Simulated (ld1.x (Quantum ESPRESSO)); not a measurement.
Configuration tests for Tc (Z = 43) (PAW)

technetium (Tc), PAW, made with ld1.x (Quantum ESPRESSO) 7.5 (LDA (PZ), fully relativistic). Core [Ar] 3d10, reference 4s2 4p6 4d5 5s2 5p0. Waves: 4s (bound): rcut 1.40, rcutus 1.55 bohr; 5s (bound): rcut 1.40, rcutus 1.55 bohr; 4p (bound): rcut 1.55, rcutus 1.95 bohr; 5p (bound, empty): rcut 1.55, rcutus 1.95 bohr; 4d (bound): rcut 1.55, rcutus 1.65 bohr; 4d channel at 1.25 Ry: rcut 1.55, rcutus 1.65 bohr. Local part: all-electron potential smoothed inside 1.25 bohr (lloc = -1). Core correction: Bessel-smoothed model core inside 1.45 bohr. Augmentation charge: BESSEL, radius 1.05 bohr.

Open shells are filled in proportion to 2j + 1 (rel_dist='average').

Energies are relative to the spin-unpolarised reference configuration 4s2 4p6 4d5 5s2 5p0; without spin polarisation the order of configurations can differ from experiment.

```
valence configuration  charge  ΔE all-electron (eV)  error AE − PS (meV)
  4s2 4p6 4d5 5s1 5p0      +1                 8.432                  0.0
  4s2 4p6 4d5 5s0 5p0      +2                23.634                 +0.1
  4s2 4p6 4d4 5s0 5p0      +3                52.559                 +5.7
  4s2 4p6 4d6 5s1 5p0       0                -0.865                 +1.7
4s2 4p6 4d5 5s1.5 5p0    +0.5                 3.407                  0.0
```

(1) What are ΔE and the potential's error for 4s2 4p6 4d3 5s0 5p0?

(2) What are ΔE and the potential's error for 4s2 4p6 4d5 5s0 5p2?

Levels in the configuration 4s2 4p6 4d4 5s0 5p0:

```json
{"level": "4s j=1/2", "all-electron (eV)": "-103.690", "pseudo (eV)": "-103.655"}
{"level": "4p j=1/2", "all-electron (eV)": "-77.561", "pseudo (eV)": "-77.537"}
{"level": "4p j=3/2", "all-electron (eV)": "-74.496", "pseudo (eV)": "-74.473"}
{"level": "4d j=3/2", "all-electron (eV)": "-35.567", "pseudo (eV)": "-35.553"}
{"level": "4d j=5/2", "all-electron (eV)": "-35.216", "pseudo (eV)": "-35.203"}
```

The ghost test of this file was not conclusive.

Results:

(1) ΔE = 94.786 eV all-electron; the error (AE − PS) is +33 meV.

(2) ΔE = 7.886 eV all-electron; the error (AE − PS) is +1.4 meV.
